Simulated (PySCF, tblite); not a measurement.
Isomers of C6H11F3NP, one GFN2-xTB conformer each. Single-point energies are computed at PBE0/pcSseg-1 (PySCF, gas phase, no added dispersion term), electronic only.

```
                    SMILES  GFN2-xTB relative energy (kJ/mol)
      CN=P1(C(F)(F)F)CCCC1                               72.7
  C=C[P@](CC)(=NC)C(F)(F)F                              197.4
       CP(N1CCCC1)C(F)(F)F                                0.0
      CCN(CC)/P=C/C(F)(F)F                               68.9
C/C=C/[P@](C)(=NC)C(F)(F)F                              170.8
      C=CP(CN(C)C)C(F)(F)F                              185.7
```

Conformers: `[CH3:1][N:2]=[P:3]1([C:4]([F:5])([F:6])[F:7])[CH2:8][CH2:9][CH2:10][CH2:11]1` with N2–P3–C8–C9 -121°, P3–C8–C9–C10 -37°, C8–C9–C10–C11 51°, C9–C10–C11–P3 -38°; `[CH2:1]=[CH:2][P@:3]([CH2:4][CH3:5])(=[N:6][CH3:7])[C:8]([F:9])([F:10])[F:11]` with C1–C2–P3–C4 -44°, C2–P3–C4–C5 -71°; `[CH3:1][P:2]([N:3]1[CH2:4][CH2:5][CH2:6][CH2:7]1)[C:8]([F:9])([F:10])[F:11]` with C1–P2–N3–C4 -65°, P2–N3–C4–C5 -85°, N3–C4–C5–C6 -26°, C4–C5–C6–C7 3°, C5–C6–C7–N3 21°; `[CH3:1][CH2:2][N:3]([CH2:4][CH3:5])/[P:6]=[CH:7]/[C:8]([F:9])([F:10])[F:11]` with C1–C2–N3–C4 71°, C2–N3–C4–C5 -101°, C2–N3–P6–C7 179°; `[CH3:1]/[CH:2]=[CH:3]/[P@:4]([CH3:5])(=[N:6][CH3:7])[C:8]([F:9])([F:10])[F:11]` with C2–C3–P4–C5 138°; `[CH2:1]=[CH:2][P:3]([CH2:4][N:5]([CH3:6])[CH3:7])[C:8]([F:9])([F:10])[F:11]` with C1–C2–P3–C4 -43°, C2–P3–C4–N5 79°, P3–C4–N5–C6 -165°.

Question: What does PBE0/pcSseg-1 give for the same structures?

Answer: 
| SMILES | PBE0/pcSseg-1 E (Eh) | PBE0/pcSseg-1 (kJ/mol) | GFN2-xTB (kJ/mol) | point group |
| --- | --- | --- | --- | --- |
| CP(N1CCCC1)C(F)(F)F | -930.06422 | 0.0 | 0.0 | C1 |
| CCN(CC)/P=C/C(F)(F)F | -930.05789 | 16.6 | 68.9 | C1 |
| CN=P1(C(F)(F)F)CCCC1 | -930.04820 | 42.1 | 72.7 | C1 |
| C/C=C/[P@](C)(=NC)C(F)(F)F | -930.02465 | 103.9 | 170.8 | C1 |
| C=CP(CN(C)C)C(F)(F)F | -930.02373 | 106.3 | 185.7 | C1 |
| C=C[P@](CC)(=NC)C(F)(F)F | -930.01117 | 139.3 | 197.4 | C1 |

Both levels put the same isomer lowest; measured from each level's own lowest isomer, the values differ by up to 79.4 kJ/mol (C=CP(CN(C)C)C(F)(F)F: 185.7 against 106.3). As drawn, the highest has a C=C bond outside aromatic rings, which the lowest lacks. Neighbours under 10 kJ/mol apart (C/C=C/[P@](C)(=NC)C(F)(F)F and C=CP(CN(C)C)C(F)(F)F) can change places with a better method, another conformer or zero-point energy.

Question: Which frontier levels, dipoles and rotational constants go with these structures?

Answer: 
```csv
SMILES,"HOMO (eV, PBE0/pcSseg-1)",LUMO (eV),dipole (D),"A, B, C (MHz)"
CP(N1CCCC1)C(F)(F)F,-6.22,0.27,3.09,"1754, 679.3, 582.9"
CCN(CC)/P=C/C(F)(F)F,-6.65,-1.49,5.75,"1862, 461.8, 418.9"
CN=P1(C(F)(F)F)CCCC1,-6.38,0.79,3.17,"1125, 928.0, 682.5"
C/C=C/[P@](C)(=NC)C(F)(F)F,-6.34,-0.59,2.93,"1098, 724.6, 587.7"
C=CP(CN(C)C)C(F)(F)F,-6.62,-0.35,2.89,"1462, 616.7, 539.3"
C=C[P@](CC)(=NC)C(F)(F)F,-6.47,-1.09,3.16,"1030, 866.0, 706.9"
```

Question: What happens when harmonic zero-point energies from GFN2-xTB frequencies are added?

Answer: 
| SMILES | ZPE (kJ/mol) | electronic (kJ/mol) | with ZPE (kJ/mol) |
| --- | --- | --- | --- |
| CP(N1CCCC1)C(F)(F)F | 441.9 | 0.0 | 0.0 |
| CCN(CC)/P=C/C(F)(F)F | 438.1 | 16.6 | 12.9 |
| CN=P1(C(F)(F)F)CCCC1 | 436.3 | 42.1 | 36.6 |
| C/C=C/[P@](C)(=NC)C(F)(F)F | 422.8 | 103.9 | 84.8 |
| C=CP(CN(C)C)C(F)(F)F | 429.3 | 106.3 | 93.8 |
| C=C[P@](CC)(=NC)C(F)(F)F | 424.6 | 139.3 | 122.0 |

The zero-point energies span 19.1 kJ/mol. The order is unchanged.
